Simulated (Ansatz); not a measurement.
Ansatz (a program for electronic structure) input (CCSD(T)/cc-pVTZ):

Ansatz 0.2 input:
```yaml
crystal:
  periodic: [false, false, false]
  atoms:
    - {symbol: C, position_ang: [2.76109229, -0.22450015, -0.04210600]}
    - {symbol: C, position_ang: [1.43390931, 0.09403131, -0.74031654]}
    - {symbol: C, position_ang: [0.53629839, 0.94397276, 0.10783831]}
    - {symbol: C, position_ang: [-0.64509923, 0.61690295, 0.62738137]}
    - {symbol: C, position_ang: [-1.39360773, -0.67220471, 0.46797938]}
    - {symbol: C, position_ang: [-2.71145324, -0.48763031, -0.29332900]}
    - {symbol: H, position_ang: [2.59001268, -0.80238911, 0.86786105]}
    - {symbol: H, position_ang: [3.42116469, -0.80004356, -0.69395632]}
    - {symbol: H, position_ang: [3.28431216, 0.69152826, 0.24107636]}
    - {symbol: H, position_ang: [1.64570166, 0.62716612, -1.67364831]}
    - {symbol: H, position_ang: [0.93734558, -0.83490937, -1.02355781]}
    - {symbol: H, position_ang: [0.92511536, 1.93505301, 0.32973650]}
    - {symbol: H, position_ang: [-1.15534438, 1.36785234, 1.22603184]}
    - {symbol: H, position_ang: [-1.61434888, -1.07695848, 1.46178250]}
    - {symbol: H, position_ang: [-0.78024745, -1.41884764, -0.03802993]}
    - {symbol: H, position_ang: [-3.34978795, 0.24779879, 0.20137510]}
    - {symbol: H, position_ang: [-2.52476558, -0.13365703, -1.30876710]}
    - {symbol: H, position_ang: [-3.26599662, -1.42602441, -0.35458903]}
basis:
  gaussian:
    orbitals: cc-pVTZ
magnetization: {spin_polarized: false}
correlation: {method: ccsd_t, electrons: outside_noble_gas}
```

End of the output:

```
integrals: 4.09 GiB planned
1944 factors; integrals over basis functions are off by at most 1.3e-3 eV
1.86 GiB of device memory are held for the factors and their scratch space
mean field: 2.00 GiB planned
mean field evaluation 1: about -6369.6204 eV, gradient 4.0e1 eV
mean field evaluation 2: about -6369.9267 eV, gradient 4.0e1 eV
mean field evaluation 4: about -6374.4756 eV, gradient 4.2e0 eV
mean field evaluation 8: about -6374.5369 eV, gradient 1.8e-1 eV
mean field evaluation 16: about -6373.6158 eV, gradient 1.5e1 eV
mean field -6374.53701613 eV, -234.2599145265 hartree, gradient 1.8e-6 eV, S^2 0.000000; 0 other end points of the search recorded, 0 dependent functions left out
6 core orbitals not correlated
reference -6374.53701613 eV, -234.2599145265 hartree; 18, 18 occupied and 324, 324 virtual orbitals, 1944 factors
second order -28.13707051 eV of doubles, -0.00000000 eV of singles
coupled cluster: 25.62 GiB planned
cycle   1  -29.04261400 eV  change   -9.1e-1 eV  update   1.0e-1
cycle   2  -29.73998093 eV  change   -7.0e-1 eV  update   3.0e-2
cycle   3  -29.85309519 eV  change   -1.1e-1 eV  update   1.2e-2
cycle   4  -29.85042608 eV  change    2.7e-3 eV  update   3.2e-3
cycle   5  -29.85138210 eV  change   -9.6e-4 eV  update   1.2e-3
cycle   6  -29.85161003 eV  change   -2.3e-4 eV  update   3.0e-4
cycle   7  -29.85153574 eV  change    7.4e-5 eV  update   8.5e-5
cycle   8  -29.85154392 eV  change   -8.2e-6 eV  update   2.5e-5
perturbative correction -1.23829413 eV, -0.0455064698 hartree
Total energy: -6405.62685418 eV, -235.4024450015 hartree
```
